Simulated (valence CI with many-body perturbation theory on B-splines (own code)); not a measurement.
Gd41+: input, log and results

Computed by configuration interaction combined with many-body perturbation theory (CI+MBPT): five valence electrons over a frozen Dirac-Fock core [Ar], a basis of 7 s, 7 p, 8 d, 6 f, 4 g, 1 h functions for each j, with the one-electron correlation potential Σ1 (screened to all orders), the two-electron term Σ2, the three-electron term Σ3, Breit, model QED; selected single and double excitations, second order for the rest, scaled by the run's own slope (own B-spline code, finite nucleus).

Command, and the settings that its task file holds:

```sh
python run_cv.py task.json out
```

```
atom Gd  Z=64  mass_number=158  rms_radius_fm=5.1569
core [Ar]
valence 3d5
avg = 1
basis = M
beyond = 1
breit = 1
cap = 32000
capref = 2200
cscale = 1
de = 0.0
dress = 0
eps = 2e-08
extrap = 1
h = 0.27
hh = 1
l2 = 3
lcore = 6
maxit = 60
n2 = 5
natural = 1
nlev = 190
nno = [4, 4, 5, 4, 3, 1]
nroot = 40
nsp = [3, 3, 3, 2, 1, 0]
pt2 = 1
qed = 1
rpa = 1
s1 = 1
s2 = 1
s3 = 1
screen = 1
tol = 2e-05
whole = 1
```

It took 57 s on 1 thread of Intel(R) Xeon(R) Processor @ 2.30GHz, with other jobs on the host.

Log. The first blocks belong to the next ion, which gives the ionisation energy. Fields: 2J, parity (1 odd), roots, reference size, generating configurations, candidates as configurations/state functions, variational space P, stored matrix elements, Davidson steps; e2 is the range of second-order energies in hartree. The first line gives the box (bohr), its intervals, the orbitals and the steps of their self-consistent field. Window is the range of levels sought, series limit the energy at which the first omitted orbital would enter, core excitation an estimate of the first excitation out of the core, left out the lowest levels not solved, and shifts from estimates the range by which levels moved from their first estimate, all in cm⁻¹.

```
rmax 2.7 intervals 57 orbitals 59 references ['3d5', '3d4 4s', '3d4 4p'] scf 4 t 0.7
2J=0 par=0 roots 2 ref 17 generators 4 cand 2409/4463 P 1586/2954 nnz 1.7e+06 it 4
2J=0 par=0 roots 2 ref 17 generators 5 cand 1624/3331 P 1977/3756 nnz 2.7e+06 it 4
   second order: generators 7 cand 3655/9281 e2 -0.00002 -0.00000
reference levels 1767, estimated 37, window 1214773 1/cm; series limit 19720640, core excitation 2044950
2J=5 par=0 roots 10 ref 152 generators 5 cand 3262/42453 P 457/6398 nnz 8.8e+06 it 5
2J=5 par=0 roots 10 ref 152 generators 5 cand 3014/38694 P 2033/27414 nnz 1.4e+08 it 7
   second order: generators 7 cand 5614/166927 e2 -0.00058 -0.00036
2J=7 par=0 roots 7 ref 137 generators 3 cand 3250/44986 P 359/6395 nnz 1e+07 it 5
2J=7 par=0 roots 7 ref 137 generators 3 cand 3058/41213 P 1556/24991 nnz 1.3e+08 it 7
   second order: generators 5 cand 7662/269593 e2 -0.00099 -0.00074
2J=3 par=0 roots 7 ref 127 generators 3 cand 3222/32813 P 492/6394 nnz 9.7e+06 it 5
2J=3 par=0 roots 7 ref 127 generators 3 cand 2949/29033 P 2327/25937 nnz 1.3e+08 it 7
   second order: generators 8 cand 8483/215292 e2 -0.00017 -0.00013
2J=11 par=0 roots 3 ref 67 generators 3 cand 2928/33688 P 485/6393 nnz 1e+07 it 4
2J=11 par=0 roots 3 ref 67 generators 3 cand 2655/29861 P 2071/25347 nnz 1.3e+08 it 5
   second order: generators 3 cand 1069/10907 e2 -0.00017 -0.00015
2J=9 par=0 roots 5 ref 107 generators 3 cand 3145/41418 P 400/6395 nnz 1e+07 it 5
2J=9 par=0 roots 5 ref 107 generators 3 cand 2919/37628 P 1681/25157 nnz 1.3e+08 it 7
   second order: generators 3 cand 1638/18866 e2 -0.00074 -0.00045
2J=1 par=0 roots 4 ref 74 generators 3 cand 2956/16966 P 880/6392 nnz 9.2e+06 it 5
2J=1 par=0 roots 4 ref 74 generators 3 cand 2422/13147 P 2810/17626 nnz 5.9e+07 it 6
   second order: generators 4 cand 3827/57624 e2 -0.00003 -0.00001
2J=13 par=0 roots 1 ref 35 generators 1 cand 2248/23663 P 533/6400 nnz 1.3e+07 it 4
2J=13 par=0 roots 1 ref 35 generators 1 cand 1953/19798 P 1772/19525 nnz 9.2e+07 it 5
   second order: generators 1 cand 714/6673 e2 -0.00003 -0.00003
left out: unestimated 10065596, estimated none, shifts from estimates -479 to 364
operators 1.4
```

The Davidson iterations converged.

No measured spectrum was set against this ion. As an estimate, large intervals hold to a few tenths of a per cent, small ones and those within an open d or f shell to about a per cent. Among the levels kept, up to 250 cm⁻¹ of a level comes from second order outside the variational space, and about a tenth of that is noise between levels of different J, which matters for small intervals. Only levels of the ground parity were solved; by the run's estimate the other parity begins above the list, which can be wrong where configurations are misplaced.

```
Valence energy                            : -628.6249 hartree
Ionisation energy                         : 3159.9 eV (NIST: 3160 ± 4 eV (theoretical))
Reference configurations for the orbitals : 3d5, 3d4 4s, 3d4 4p
Radial orbitals                           : 59
Box radius                                : 2.729 bohr
Largest variational space                 : 27414
Lowest levels                             : (3d3/2^4 3d5/2) J=5/2 0, (3d3/2^3 3d5/2^2) J=5/2 [a] 204430, (3d3/2^3 3d5/2^2) J=7/2 [a] 286430, (3d3/2^3 3d5/2^2) J=3/2 [a] 295560, (3d3/2^3 3d5/2^2) J=11/2 297300, (3d3/2^3 3d5/2^2) J=9/2 328550, (3d3/2^3 3d5/2^2) J=5/2 [b] 346930, (3d3/2^3 3d5/2^2) J=1/2 361010, (3d3/2^3 3d5/2^2) J=7/2 [b] 383290, (3d3/2^3 3d5/2^2) J=3/2 [b] 472200, (3d3/2^2 3d5/2^3) J=5/2 [a] 487570, (3d3/2^2 3d5/2^3) J=7/2 [a] 537700, (3d3/2^2 3d5/2^3) J=11/2 543810, (3d3/2^2 3d5/2^3) J=9/2 [a] 557790 cm⁻¹
```

Levels are named by their leading jj configuration (3d3/2^4 stands for four electrons in 3d with j = 3/2), which in mixed levels can hold well under half, so a name can repeat and another be missing. Letters in brackets count levels of one name in rising energy.
